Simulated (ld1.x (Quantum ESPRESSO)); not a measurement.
Reading a pseudo-wave (zirconium)

Columns: radius, all-electron u(r) and pseudo u(r) of the 4d shell (level -3.60 eV) of zirconium in the configuration [Kr] 4d2 5s2 5p0; PBE, scalar-relativistic, PAW scheme, ld1.x (Quantum ESPRESSO) 7.5.

| r (bohr) | all-electron | pseudo |
| --- | --- | --- |
| 0.205 | 0.2604 | -0.0021 |
| 0.410 | 0.2271 | -0.0160 |
| 0.615 | -0.0489 | -0.0505 |
| 0.820 | -0.3173 | -0.1092 |
| 1.025 | -0.5092 | -0.1892 |
| 1.230 | -0.6221 | -0.2825 |
| 1.435 | -0.6733 | -0.3770 |
| 1.640 | -0.6826 | -0.4601 |
| 1.845 | -0.6661 | -0.5215 |
| 2.050 | -0.6351 | -0.5553 |
| 2.255 | -0.5967 | -0.5614 |
| 2.460 | -0.5555 | -0.5444 |
| 2.665 | -0.5141 | -0.5123 |
| 2.870 | -0.4738 | -0.4739 |
| 3.075 | -0.4353 | -0.4353 |
| 3.280 | -0.3988 | -0.3988 |
| 3.485 | -0.3645 | -0.3645 |
| 3.690 | -0.3324 | -0.3324 |
| 3.895 | -0.3024 | -0.3024 |
| 4.100 | -0.2747 | -0.2747 |
| 4.305 | -0.2490 | -0.2490 |
| 4.510 | -0.2254 | -0.2254 |
| 4.715 | -0.2038 | -0.2038 |
| 4.920 | -0.1841 | -0.1841 |
| 5.125 | -0.1661 | -0.1661 |
| 5.330 | -0.1498 | -0.1498 |

(1) How many radial nodes do the two functions have?

(2) At about which radius was the pseudo-wave matched?

(3) Is the pseudo-wave norm-conserving?

Results:

(1) The all-electron 4d function has n − l − 1 = 1; the pseudo-wave has 0, since the states of the same l below it are removed with the core.

(2) 3.10 bohr. The columns agree to 0.0005 from 2.87 bohr on; several derivatives are matched, so the curves merge somewhat inside the radius.

(3) No, it belongs to a PAW set: the norm inside the radius is not constrained, and the difference is carried by the augmentation charge.
